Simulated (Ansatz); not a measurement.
A short molecular-dynamics run on CH₅ClGeSi, SMILES `Cl[CH]1[SiH2][GeH2]1`.

```yaml
crystal:
  periodic: [false, false, false]
  atoms:
    - {symbol: Cl, position_ang: [-2.277616, 0.588912, 0.654455]}
    - {symbol: C, position_ang: [-0.818229, 0.378449, -0.312529]}
    - {symbol: Si, position_ang: [0.871949, 0.867980, 0.377843]}
    - {symbol: Ge, position_ang: [0.288234, -1.296932, -0.174691]}
    - {symbol: H, position_ang: [-1.004644, 0.667672, -1.344628]}
    - {symbol: H, position_ang: [1.729108, 1.750515, -0.450197]}
    - {symbol: H, position_ang: [0.875932, 1.213466, 1.816417]}
    - {symbol: H, position_ang: [0.581485, -1.968225, -1.517207]}
    - {symbol: H, position_ang: [-0.157721, -2.248238, 0.933536]}
basis:
  gaussian: {orbitals: def2-SVP}
hamiltonian: {xc: {name: BLYP}}
md: {timestep: 0.5 fs, n_steps: 30, ensemble: nve, temperature: 500, initial_velocities: maxwell_boltzmann, seed: 714}
```

```sh
$ ansatz run in.yaml --threads 4 --pin off --events-out ev --progress --plain --max-ram 10444MiB
```

```json
{"step": "0", "time (fs)": "0.0", "potential energy (eV)": "-78021.4016", "kinetic (eV)": "0.4524", "T (K)": "500", "conserved (eV)": "-78020.9492"}
{"step": "1", "time (fs)": "0.5", "potential energy (eV)": "-78021.3817", "kinetic (eV)": "0.4325", "T (K)": "478", "conserved (eV)": "-78020.9492"}
{"step": "2", "time (fs)": "1.0", "potential energy (eV)": "-78021.3428", "kinetic (eV)": "0.3939", "T (K)": "435", "conserved (eV)": "-78020.9489"}
{"step": "3", "time (fs)": "1.5", "potential energy (eV)": "-78021.2900", "kinetic (eV)": "0.3416", "T (K)": "378", "conserved (eV)": "-78020.9484"}
{"step": "4", "time (fs)": "2.0", "potential energy (eV)": "-78021.2324", "kinetic (eV)": "0.2847", "T (K)": "315", "conserved (eV)": "-78020.9477"}
{"step": "5", "time (fs)": "2.5", "potential energy (eV)": "-78021.1812", "kinetic (eV)": "0.2342", "T (K)": "259", "conserved (eV)": "-78020.9470"}
{"step": "6", "time (fs)": "3.0", "potential energy (eV)": "-78021.1468", "kinetic (eV)": "0.2001", "T (K)": "221", "conserved (eV)": "-78020.9466"}
{"step": "7", "time (fs)": "3.5", "potential energy (eV)": "-78021.1350", "kinetic (eV)": "0.1884", "T (K)": "208", "conserved (eV)": "-78020.9466"}
{"step": "8", "time (fs)": "4.0", "potential energy (eV)": "-78021.1460", "kinetic (eV)": "0.1989", "T (K)": "220", "conserved (eV)": "-78020.9470"}
{"step": "9", "time (fs)": "4.5", "potential energy (eV)": "-78021.1738", "kinetic (eV)": "0.2262", "T (K)": "250", "conserved (eV)": "-78020.9476"}
{"step": "10", "time (fs)": "5.0", "potential energy (eV)": "-78021.2091", "kinetic (eV)": "0.2609", "T (K)": "288", "conserved (eV)": "-78020.9482"}
{"step": "11", "time (fs)": "5.5", "potential energy (eV)": "-78021.2420", "kinetic (eV)": "0.2933", "T (K)": "324", "conserved (eV)": "-78020.9487"}
{"step": "12", "time (fs)": "6.0", "potential energy (eV)": "-78021.2643", "kinetic (eV)": "0.3154", "T (K)": "349", "conserved (eV)": "-78020.9490"}
{"step": "13", "time (fs)": "6.5", "potential energy (eV)": "-78021.2713", "kinetic (eV)": "0.3223", "T (K)": "356", "conserved (eV)": "-78020.9490"}
{"step": "14", "time (fs)": "7.0", "potential energy (eV)": "-78021.2615", "kinetic (eV)": "0.3126", "T (K)": "345", "conserved (eV)": "-78020.9489"}
{"step": "15", "time (fs)": "7.5", "potential energy (eV)": "-78021.2364", "kinetic (eV)": "0.2877", "T (K)": "318", "conserved (eV)": "-78020.9486"}
{"step": "16", "time (fs)": "8.0", "potential energy (eV)": "-78021.1997", "kinetic (eV)": "0.2514", "T (K)": "278", "conserved (eV)": "-78020.9483"}
{"step": "17", "time (fs)": "8.5", "potential energy (eV)": "-78021.1565", "kinetic (eV)": "0.2086", "T (K)": "231", "conserved (eV)": "-78020.9479"}
{"step": "18", "time (fs)": "9.0", "potential energy (eV)": "-78021.1127", "kinetic (eV)": "0.1652", "T (K)": "183", "conserved (eV)": "-78020.9475"}
{"step": "19", "time (fs)": "9.5", "potential energy (eV)": "-78021.0738", "kinetic (eV)": "0.1265", "T (K)": "140", "conserved (eV)": "-78020.9472"}
{"step": "20", "time (fs)": "10.0", "potential energy (eV)": "-78021.0445", "kinetic (eV)": "0.0975", "T (K)": "108", "conserved (eV)": "-78020.9470"}
{"step": "21", "time (fs)": "10.5", "potential energy (eV)": "-78021.0280", "kinetic (eV)": "0.0811", "T (K)": "90", "conserved (eV)": "-78020.9469"}
{"step": "22", "time (fs)": "11.0", "potential energy (eV)": "-78021.0258", "kinetic (eV)": "0.0788", "T (K)": "87", "conserved (eV)": "-78020.9470"}
{"step": "23", "time (fs)": "11.5", "potential energy (eV)": "-78021.0374", "kinetic (eV)": "0.0903", "T (K)": "100", "conserved (eV)": "-78020.9471"}
{"step": "24", "time (fs)": "12.0", "potential energy (eV)": "-78021.0612", "kinetic (eV)": "0.1139", "T (K)": "126", "conserved (eV)": "-78020.9472"}
{"step": "25", "time (fs)": "12.5", "potential energy (eV)": "-78021.0946", "kinetic (eV)": "0.1471", "T (K)": "163", "conserved (eV)": "-78020.9474"}
{"step": "26", "time (fs)": "13.0", "potential energy (eV)": "-78021.1346", "kinetic (eV)": "0.1870", "T (K)": "207", "conserved (eV)": "-78020.9476"}
{"step": "27", "time (fs)": "13.5", "potential energy (eV)": "-78021.1779", "kinetic (eV)": "0.2301", "T (K)": "254", "conserved (eV)": "-78020.9479"}
{"step": "28", "time (fs)": "14.0", "potential energy (eV)": "-78021.2208", "kinetic (eV)": "0.2727", "T (K)": "301", "conserved (eV)": "-78020.9481"}
{"step": "29", "time (fs)": "14.5", "potential energy (eV)": "-78021.2591", "kinetic (eV)": "0.3107", "T (K)": "343", "conserved (eV)": "-78020.9484"}
{"step": "30", "time (fs)": "15.0", "potential energy (eV)": "-78021.2886", "kinetic (eV)": "0.3399", "T (K)": "376", "conserved (eV)": "-78020.9487"}
```

Velocities are drawn at the set temperature; a run this short doesn't reach equilibrium.

Frames (Å, forces in eV/Å):

```xyz
9
time=0.0 fs
Cl   -2.278    0.589    0.654   -0.865    0.133    0.538
C    -0.818    0.378   -0.313    0.151   -0.025   -0.114
Si    0.872    0.868    0.378    0.404    0.346    0.156
Ge    0.288   -1.297   -0.175    0.175   -0.480   -0.050
H    -1.005    0.668   -1.345   -0.064    0.149   -0.582
H     1.729    1.751   -0.450    0.183    0.168   -0.136
H     0.876    1.213    1.816    0.026    0.070    0.251
H     0.581   -1.968   -1.517    0.074   -0.161   -0.267
H    -0.158   -2.248    0.934   -0.082   -0.199    0.204
9
time=0.5 fs
Cl   -2.277    0.588    0.654   -0.879    0.125    0.544
C    -0.819    0.373   -0.313    0.159    0.113   -0.278
Si    0.873    0.868    0.377    0.115    0.039    0.377
Ge    0.287   -1.296   -0.174    0.301   -0.426   -0.403
H    -1.000    0.685   -1.345   -0.048    0.061   -0.426
H     1.719    1.737   -0.429    0.461    0.461   -0.443
H     0.880    1.214    1.810    0.017    0.079    0.360
H     0.591   -1.975   -1.521    0.043   -0.088   -0.140
H    -0.146   -2.242    0.922   -0.170   -0.364    0.409
9
time=1.0 fs
Cl   -2.277    0.588    0.654   -0.890    0.117    0.548
C    -0.820    0.368   -0.313    0.159    0.271   -0.474
Si    0.875    0.867    0.376   -0.187   -0.280    0.617
Ge    0.287   -1.295   -0.174    0.427   -0.376   -0.748
H    -0.995    0.702   -1.346   -0.026   -0.045   -0.235
H     1.710    1.725   -0.408    0.754    0.767   -0.758
H     0.885    1.214    1.804    0.006    0.085    0.455
H     0.600   -1.982   -1.525    0.010   -0.016   -0.013
H    -0.135   -2.237    0.911   -0.252   -0.525    0.608
9
time=1.5 fs
Cl   -2.277    0.588    0.654   -0.899    0.109    0.549
C    -0.822    0.363   -0.313    0.153    0.443   -0.679
Si    0.876    0.867    0.375   -0.480   -0.585    0.857
Ge    0.286   -1.294   -0.173    0.547   -0.339   -1.068
H    -0.990    0.719   -1.348   -0.004   -0.162   -0.031
H     1.704    1.715   -0.389    1.037    1.064   -1.055
H     0.890    1.215    1.799   -0.004    0.087    0.532
H     0.610   -1.989   -1.529   -0.024    0.055    0.108
H    -0.124   -2.233    0.902   -0.325   -0.672    0.787
9
time=2.0 fs
Cl   -2.277    0.587    0.654   -0.904    0.102    0.548
C    -0.823    0.358   -0.314    0.145    0.620   -0.874
Si    0.877    0.867    0.375   -0.733   -0.847    1.075
Ge    0.285   -1.292   -0.173    0.654   -0.326   -1.346
H    -0.985    0.735   -1.351    0.014   -0.284    0.166
H     1.699    1.707   -0.373    1.280    1.320   -1.308
H     0.894    1.215    1.796   -0.015    0.085    0.586
H     0.619   -1.996   -1.533   -0.057    0.121    0.219
H    -0.115   -2.230    0.894   -0.383   -0.791    0.934
9
time=2.5 fs
Cl   -2.276    0.587    0.654   -0.905    0.094    0.544
C    -0.824    0.353   -0.315    0.137    0.797   -1.042
Si    0.878    0.866    0.374   -0.916   -1.031    1.246
Ge    0.284   -1.291   -0.172    0.744   -0.345   -1.565
H    -0.980    0.751   -1.352    0.027   -0.403    0.339
H     1.698    1.702   -0.360    1.453    1.503   -1.489
H     0.899    1.216    1.794   -0.026    0.078    0.614
H     0.628   -2.002   -1.536   -0.090    0.180    0.317
H    -0.106   -2.230    0.889   -0.424   -0.873    1.035
9
time=3.0 fs
Cl   -2.276    0.587    0.654   -0.904    0.086    0.538
C    -0.825    0.349   -0.315    0.131    0.965   -1.170
Si    0.880    0.865    0.373   -1.001   -1.112    1.350
Ge    0.284   -1.290   -0.172    0.814   -0.404   -1.715
H    -0.975    0.766   -1.353    0.032   -0.512    0.477
H     1.700    1.701   -0.351    1.528    1.588   -1.577
H     0.903    1.218    1.793   -0.037    0.066    0.614
H     0.638   -2.008   -1.539   -0.120    0.231    0.401
H    -0.098   -2.232    0.887   -0.444   -0.907    1.082
9
time=3.5 fs
Cl   -2.276    0.586    0.654   -0.899    0.078    0.528
C    -0.826    0.344   -0.317    0.128    1.119   -1.251
Si    0.881    0.865    0.373   -0.976   -1.077    1.380
Ge    0.283   -1.289   -0.172    0.861   -0.507   -1.790
H    -0.970    0.780   -1.353    0.029   -0.606    0.571
H     1.705    1.704   -0.345    1.494    1.560   -1.562
H     0.908    1.219    1.794   -0.047    0.050    0.586
H     0.646   -2.014   -1.541   -0.148    0.273    0.468
H    -0.091   -2.235    0.887   -0.442   -0.890    1.070
9
time=4.0 fs
Cl   -2.276    0.586    0.654   -0.891    0.070    0.517
C    -0.827    0.340   -0.318    0.127    1.253   -1.282
Si    0.882    0.864    0.373   -0.843   -0.928    1.338
Ge    0.282   -1.288   -0.172    0.888   -0.651   -1.792
H    -0.965    0.792   -1.351    0.017   -0.680    0.618
H     1.715    1.710   -0.343    1.352    1.422   -1.451
H     0.912    1.220    1.796   -0.057    0.031    0.531
H     0.655   -2.019   -1.541   -0.172    0.306    0.518
H    -0.085   -2.241    0.889   -0.422   -0.823    1.002
9
time=4.5 fs
Cl   -2.277    0.585    0.654   -0.880    0.062    0.502
C    -0.827    0.336   -0.320    0.129    1.364   -1.260
Si    0.882    0.863    0.373   -0.620   -0.686    1.241
Ge    0.282   -1.287   -0.172    0.896   -0.831   -1.726
H    -0.960    0.803   -1.348   -0.002   -0.731    0.615
H     1.727    1.720   -0.344    1.121    1.195   -1.262
H     0.916    1.222    1.800   -0.067    0.009    0.455
H     0.663   -2.023   -1.540   -0.192    0.329    0.550
H    -0.081   -2.249    0.894   -0.385   -0.711    0.885
9
time=5.0 fs
Cl   -2.277    0.585    0.654   -0.866    0.055    0.485
C    -0.828    0.332   -0.321    0.133    1.447   -1.185
Si    0.883    0.862    0.372   -0.338   -0.381    1.110
Ge    0.281   -1.286   -0.171    0.888   -1.037   -1.603
H    -0.955    0.812   -1.344   -0.028   -0.756    0.563
H     1.743    1.733   -0.349    0.830    0.908   -1.023
H     0.920    1.223    1.805   -0.076   -0.016    0.360
H     0.670   -2.026   -1.538   -0.208    0.342    0.564
H    -0.077   -2.259    0.901   -0.337   -0.562    0.728
9
time=5.5 fs
Cl   -2.277    0.585    0.654   -0.849    0.048    0.466
C    -0.829    0.329   -0.323    0.141    1.501   -1.060
Si    0.884    0.861    0.373   -0.028   -0.047    0.967
Ge    0.281   -1.285   -0.171    0.870   -1.255   -1.436
H    -0.950    0.819   -1.338   -0.060   -0.753    0.462
H     1.760    1.748   -0.356    0.512    0.591   -0.760
H     0.924    1.225    1.810   -0.084   -0.041    0.253
H     0.677   -2.029   -1.535   -0.219    0.345    0.562
H    -0.074   -2.270    0.910   -0.282   -0.390    0.547
9
time=6.0 fs
Cl   -2.277    0.584    0.654   -0.829    0.041    0.445
C    -0.830    0.326   -0.326    0.151    1.524   -0.886
Si    0.885    0.860    0.373    0.282    0.288    0.829
Ge    0.280   -1.284   -0.171    0.843   -1.473   -1.239
H    -0.945    0.824   -1.331   -0.098   -0.722    0.316
H     1.778    1.764   -0.365    0.193    0.274   -0.498
H     0.928    1.226    1.816   -0.092   -0.065    0.139
H     0.684   -2.030   -1.530   -0.225    0.339    0.542
H    -0.072   -2.281    0.920   -0.225   -0.206    0.353
9
time=6.5 fs
Cl   -2.278    0.584    0.655   -0.807    0.034    0.422
C    -0.831    0.323   -0.328    0.164    1.516   -0.668
Si    0.886    0.860    0.373    0.569    0.601    0.707
Ge    0.280   -1.283   -0.172    0.812   -1.680   -1.023
H    -0.940    0.828   -1.323   -0.140   -0.663    0.128
H     1.797    1.781   -0.375   -0.104   -0.022   -0.254
H     0.931    1.228    1.823   -0.100   -0.088    0.025
H     0.690   -2.031   -1.524   -0.225    0.323    0.505
H    -0.070   -2.294    0.931   -0.169   -0.021    0.158
9
time=7.0 fs
Cl   -2.278    0.584    0.655   -0.783    0.027    0.398
C    -0.832    0.320   -0.331    0.179    1.480   -0.415
Si    0.887    0.859    0.373    0.822    0.878    0.606
Ge    0.279   -1.283   -0.172    0.778   -1.867   -0.798
H    -0.936    0.830   -1.315   -0.183   -0.579   -0.093
H     1.816    1.798   -0.385   -0.368   -0.285   -0.036
H     0.934    1.229    1.829   -0.107   -0.110   -0.086
H     0.695   -2.031   -1.517   -0.221    0.299    0.452
H    -0.069   -2.306    0.942   -0.117    0.157   -0.028
9
time=7.5 fs
Cl   -2.279    0.583    0.655   -0.757    0.021    0.372
C    -0.832    0.318   -0.334    0.196    1.420   -0.138
Si    0.887    0.858    0.373    1.034    1.114    0.526
Ge    0.279   -1.282   -0.172    0.743   -2.027   -0.571
H    -0.932    0.830   -1.307   -0.228   -0.475   -0.336
H     1.833    1.815   -0.396   -0.592   -0.510    0.150
H     0.937    1.229    1.836   -0.114   -0.128   -0.188
H     0.700   -2.031   -1.509   -0.210    0.265    0.384
H    -0.067   -2.318    0.953   -0.071    0.320   -0.198
9
time=8.0 fs
Cl   -2.279    0.583    0.655   -0.729    0.015    0.345
C    -0.833    0.316   -0.336    0.213    1.346    0.144
Si    0.888    0.857    0.374    1.203    1.306    0.463
Ge    0.278   -1.281   -0.172    0.706   -2.156   -0.347
H    -0.929    0.830   -1.300   -0.270   -0.361   -0.583
H     1.850    1.830   -0.406   -0.777   -0.695    0.304
H     0.940    1.230    1.842   -0.119   -0.143   -0.279
H     0.705   -2.030   -1.499   -0.195    0.222    0.301
H    -0.067   -2.329    0.964   -0.032    0.466   -0.349
9
time=8.5 fs
Cl   -2.280    0.583    0.656   -0.701    0.009    0.317
C    -0.834    0.314   -0.339    0.229    1.269    0.413
Si    0.890    0.857    0.374    1.331    1.456    0.412
Ge    0.278   -1.280   -0.172    0.668   -2.252   -0.130
H    -0.926    0.829   -1.294   -0.308   -0.249   -0.813
H     1.864    1.843   -0.416   -0.923   -0.843    0.429
H     0.942    1.230    1.847   -0.124   -0.154   -0.356
H     0.709   -2.028   -1.489   -0.173    0.173    0.205
H    -0.066   -2.340    0.974    0.001    0.590   -0.477
9
time=9.0 fs
Cl   -2.280    0.582    0.656   -0.671    0.004    0.289
C    -0.834    0.313   -0.342    0.242    1.202    0.643
Si    0.891    0.856    0.374    1.421    1.569    0.368
Ge    0.278   -1.280   -0.172    0.630   -2.315    0.078
H    -0.924    0.827   -1.290   -0.339   -0.151   -1.004
H     1.877    1.854   -0.424   -1.034   -0.957    0.527
H     0.944    1.230    1.851   -0.128   -0.161   -0.417
H     0.712   -2.026   -1.479   -0.147    0.116    0.098
H    -0.065   -2.348    0.982    0.027    0.693   -0.582
9
time=9.5 fs
Cl   -2.281    0.582    0.656   -0.642   -0.001    0.262
C    -0.835    0.312   -0.344    0.252    1.158    0.812
Si    0.892    0.856    0.375    1.477    1.646    0.326
Ge    0.277   -1.279   -0.172    0.592   -2.347    0.274
H    -0.923    0.824   -1.289   -0.362   -0.080   -1.132
H     1.886    1.863   -0.431   -1.115   -1.041    0.601
H     0.946    1.229    1.855   -0.132   -0.164   -0.460
H     0.716   -2.023   -1.468   -0.116    0.055   -0.018
H    -0.064   -2.355    0.990    0.047    0.774   -0.664
9
time=10.0 fs
Cl   -2.282    0.582    0.657   -0.612   -0.006    0.235
C    -0.835    0.311   -0.347    0.256    1.148    0.904
Si    0.894    0.856    0.375    1.502    1.692    0.282
Ge    0.277   -1.279   -0.172    0.554   -2.349    0.454
H    -0.922    0.822   -1.290   -0.374   -0.048   -1.182
H     1.894    1.870   -0.437   -1.169   -1.099    0.655
H     0.948    1.228    1.857   -0.134   -0.162   -0.486
H     0.718   -2.021   -1.458   -0.082   -0.010   -0.139
H    -0.063   -2.361    0.996    0.060    0.834   -0.723
9
time=10.5 fs
Cl   -2.283    0.581    0.657   -0.583   -0.011    0.209
C    -0.836    0.310   -0.349    0.255    1.175    0.911
Si    0.895    0.856    0.376    1.498    1.709    0.235
Ge    0.277   -1.279   -0.173    0.517   -2.325    0.615
H    -0.923    0.819   -1.294   -0.375   -0.057   -1.146
H     1.898    1.874   -0.442   -1.198   -1.132    0.689
H     0.949    1.227    1.858   -0.135   -0.156   -0.493
H     0.721   -2.018   -1.447   -0.046   -0.075   -0.260
H    -0.062   -2.364    1.000    0.067    0.872   -0.761
9
time=11.0 fs
Cl   -2.283    0.581    0.658   -0.555   -0.015    0.184
C    -0.836    0.309   -0.351    0.249    1.236    0.835
Si    0.897    0.856    0.376    1.469    1.699    0.183
Ge    0.276   -1.279   -0.173    0.482   -2.278    0.753
H    -0.924    0.816   -1.301   -0.365   -0.105   -1.026
H     1.899    1.875   -0.444   -1.204   -1.142    0.706
H     0.949    1.225    1.858   -0.135   -0.146   -0.481
H     0.724   -2.016   -1.438   -0.010   -0.138   -0.378
H    -0.060   -2.365    1.002    0.069    0.889   -0.776
9
time=11.5 fs
Cl   -2.284    0.581    0.658   -0.527   -0.018    0.160
C    -0.836    0.309   -0.353    0.239    1.322    0.690
Si    0.899    0.856    0.377    1.414    1.662    0.125
Ge    0.276   -1.278   -0.173    0.452   -2.210    0.862
H    -0.927    0.813   -1.311   -0.346   -0.184   -0.837
H     1.898    1.874   -0.445   -1.188   -1.130    0.705
H     0.950    1.223    1.857   -0.135   -0.132   -0.451
H     0.726   -2.014   -1.429    0.024   -0.196   -0.485
H    -0.059   -2.364    1.002    0.066    0.886   -0.770
9
time=12.0 fs
Cl   -2.285    0.580    0.659   -0.499   -0.022    0.137
C    -0.837    0.309   -0.354    0.227    1.422    0.497
Si    0.901    0.856    0.377    1.334    1.599    0.065
Ge    0.276   -1.278   -0.173    0.427   -2.126    0.937
H    -0.930    0.810   -1.322   -0.319   -0.281   -0.600
H     1.894    1.869   -0.444   -1.148   -1.096    0.687
H     0.950    1.220    1.854   -0.133   -0.114   -0.403
H     0.729   -2.012   -1.421    0.055   -0.244   -0.578
H    -0.057   -2.361    1.001    0.057    0.862   -0.742
9
time=12.5 fs
Cl   -2.286    0.580    0.659   -0.472   -0.024    0.115
C    -0.837    0.310   -0.356    0.214    1.520    0.279
Si    0.903    0.857    0.378    1.227    1.507    0.005
Ge    0.276   -1.278   -0.173    0.411   -2.028    0.972
H    -0.934    0.805   -1.335   -0.286   -0.383   -0.338
H     1.887    1.863   -0.442   -1.085   -1.037    0.649
H     0.950    1.218    1.851   -0.131   -0.092   -0.339
H     0.732   -2.011   -1.415    0.079   -0.281   -0.650
H    -0.055   -2.356    0.997    0.043    0.818   -0.692
9
time=13.0 fs
Cl   -2.287    0.580    0.659   -0.445   -0.027    0.093
C    -0.837    0.310   -0.357    0.201    1.605    0.059
Si    0.905    0.858    0.379    1.093    1.385   -0.052
Ge    0.275   -1.278   -0.173    0.405   -1.917    0.962
H    -0.939    0.800   -1.349   -0.250   -0.477   -0.073
H     1.877    1.853   -0.438   -0.995   -0.951    0.588
H     0.949    1.215    1.847   -0.128   -0.067   -0.260
H     0.735   -2.011   -1.410    0.096   -0.304   -0.698
H    -0.054   -2.349    0.992    0.023    0.752   -0.620
9
time=13.5 fs
Cl   -2.288    0.579    0.660   -0.419   -0.029    0.073
C    -0.837    0.311   -0.359    0.191    1.667   -0.145
Si    0.908    0.858    0.379    0.928    1.230   -0.098
Ge    0.275   -1.278   -0.173    0.411   -1.796    0.903
H    -0.944    0.794   -1.362   -0.212   -0.553    0.175
H     1.865    1.842   -0.433   -0.874   -0.835    0.503
H     0.949    1.212    1.842   -0.125   -0.040   -0.168
H     0.738   -2.011   -1.407    0.103   -0.310   -0.718
H    -0.052   -2.340    0.986   -0.003    0.664   -0.525
9
time=14.0 fs
Cl   -2.289    0.579    0.660   -0.392   -0.030    0.053
C    -0.838    0.312   -0.360    0.185    1.701   -0.318
Si    0.910    0.859    0.380    0.729    1.040   -0.127
Ge    0.275   -1.279   -0.173    0.430   -1.664    0.795
H    -0.950    0.787   -1.376   -0.176   -0.606    0.393
H     1.851    1.828   -0.426   -0.721   -0.685    0.388
H     0.948    1.209    1.837   -0.122   -0.010   -0.067
H     0.741   -2.013   -1.406    0.101   -0.299   -0.710
H    -0.050   -2.329    0.978   -0.035    0.555   -0.407
9
time=14.5 fs
Cl   -2.290    0.578    0.661   -0.365   -0.031    0.033
C    -0.838    0.314   -0.362    0.183    1.702   -0.452
Si    0.913    0.860    0.380    0.495    0.810   -0.132
Ge    0.275   -1.279   -0.173    0.462   -1.522    0.637
H    -0.956    0.778   -1.388   -0.141   -0.633    0.570
H     1.835    1.813   -0.419   -0.531   -0.497    0.242
H     0.946    1.205    1.832   -0.118    0.020    0.041
H     0.745   -2.014   -1.406    0.089   -0.273   -0.673
H    -0.048   -2.317    0.970   -0.073    0.423   -0.266
9
time=15.0 fs
Cl   -2.291    0.578    0.661   -0.338   -0.032    0.014
C    -0.838    0.316   -0.364    0.185    1.670   -0.541
Si    0.915    0.861    0.381    0.223    0.541   -0.105
Ge    0.275   -1.279   -0.172    0.506   -1.369    0.435
H    -0.962    0.767   -1.399   -0.110   -0.632    0.700
H     1.818    1.796   -0.410   -0.303   -0.270    0.061
H     0.944    1.202    1.827   -0.114    0.051    0.150
H     0.749   -2.017   -1.408    0.067   -0.232   -0.612
H    -0.046   -2.304    0.961   -0.116    0.272   -0.103
```

It took 31 s on 4 threads of an Arm Neoverse V2 on a shared host, with 0.16 GiB of host memory at the peak.
